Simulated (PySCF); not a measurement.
Orbital picture of MgBi⁺

BHandHLYP at R = 2.847 Å; PySCF, scalar-relativistic core potentials, basis sets Mg def2-SVP, Bi def2-SVP with ECP60. State: ³Σ⁻ (triplet), unpaired electrons π ↑↑. Only the outer orbitals are listed, counted within each symmetry, core potentials removing the inner ones.

```csv
spin,orbital,occ.,ε (eV),on Mg (%),main shells (%)
α,7σ,1,-23.01,3,96 Bi s
α,8σ,1,-12.85,49,"48 Bi p, 45 Mg s"
α,4π,1,-11.63,6,94 Bi p
α,4π,1,-11.63,6,94 Bi p
α,9σ,0,-7.48,73,"53 Mg s, 27 Bi p, 20 Mg p"
α,5π,0,-4.73,95,95 Mg p
α,5π,0,-4.73,95,95 Mg p
β,7σ,1,-20.76,5,94 Bi s
β,8σ,1,-12.35,70,"68 Mg s, 27 Bi p"
β,9σ,0,-7.31,57,"43 Bi p, 29 Mg s, 28 Mg p"
β,4π,0,-6.88,21,"78 Bi p, 19 Mg p"
β,4π,0,-6.88,21,"78 Bi p, 19 Mg p"
```

Task: Which are the highest filled and the lowest empty level, where do they sit, and how wide is the gap?

Result: Highest filled α 4π at -11.63 eV (in %: 94 Bi p); lowest empty α 9σ at -7.48 eV (in %: 53 Mg s, 27 Bi p, 20 Mg p); the gap at BHandHLYP is 4.15 eV.

```json
{
 "bond order (Mayer)": "1.15",
 "⟨S²⟩": "2.057",
 "charge on Mg (Mulliken, basis-dependent)": "0.61",
 "charge on Mg (Löwdin, basis-dependent)": "0.48",
 "dipole moment (positive dipole points towards Bi; it is taken about the centre of mass and depends on that origin)": "-9.27 D"
}
```

Spin–orbit coupling is left out, which matters for elements this heavy, above all for dissociation energies. The state is the lowest determinant that a PBE0 search found; another state may lie lower at other levels.
